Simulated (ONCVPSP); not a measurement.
# u(r) = r·R(r): atom against pseudo-atom (Os)

Columns: radius, all-electron u(r) and pseudo u(r) of the 5s shell (level -91.55 eV) of osmium in the configuration [Kr] 4d10 4f14 5s2 5p6 5d6 6s2; PBE, scalar-relativistic, ONCV scheme, ONCVPSP 4.0.1.

| r (bohr) | all-electron | pseudo |
| --- | --- | --- |
| 0.093 | 0.1127 | 0.0660 |
| 0.185 | 0.2758 | 0.1483 |
| 0.278 | -0.4629 | 0.2604 |
| 0.370 | -0.6307 | 0.4020 |
| 0.463 | -0.2610 | 0.5683 |
| 0.555 | 0.2599 | 0.7391 |
| 0.648 | 0.7109 | 0.8976 |
| 0.740 | 1.0066 | 1.0209 |
| 0.833 | 1.1570 | 1.0976 |
| 0.925 | 1.1917 | 1.1207 |
| 1.018 | 1.1479 | 1.0931 |
| 1.110 | 1.0580 | 1.0249 |
| 1.203 | 0.9435 | 0.9277 |
| 1.295 | 0.8230 | 0.8173 |
| 1.388 | 0.7042 | 0.7028 |
| 1.480 | 0.5953 | 0.5951 |
| 1.573 | 0.4970 | 0.4969 |
| 1.665 | 0.4121 | 0.4120 |
| 1.758 | 0.3387 | 0.3386 |
| 1.850 | 0.2774 | 0.2773 |
| 1.943 | 0.2256 | 0.2256 |
| 2.035 | 0.1832 | 0.1832 |
| 2.128 | 0.1480 | 0.1479 |
| 2.220 | 0.1195 | 0.1194 |
| 2.313 | 0.0960 | 0.0960 |
| 2.405 | 0.0771 | 0.0771 |

Task: How many radial nodes do the two functions have?

Result: The all-electron 5s function has n − l − 1 = 4 (the table is too coarse to show those close to the nucleus); the pseudo-wave has 0, since the states of the same l below it are removed with the core.

Task: At about which radius was the pseudo-wave matched?

Result: 1.60 bohr. The columns agree to 0.0005 from 1.48 bohr on; several derivatives are matched, so the curves merge somewhat inside the radius.

Task: Is the pseudo-wave norm-conserving?

Result: Yes: the ONCV scheme keeps the norm inside the radius equal to the all-electron one, which fixes the energy derivative of the logarithmic derivative at the level.
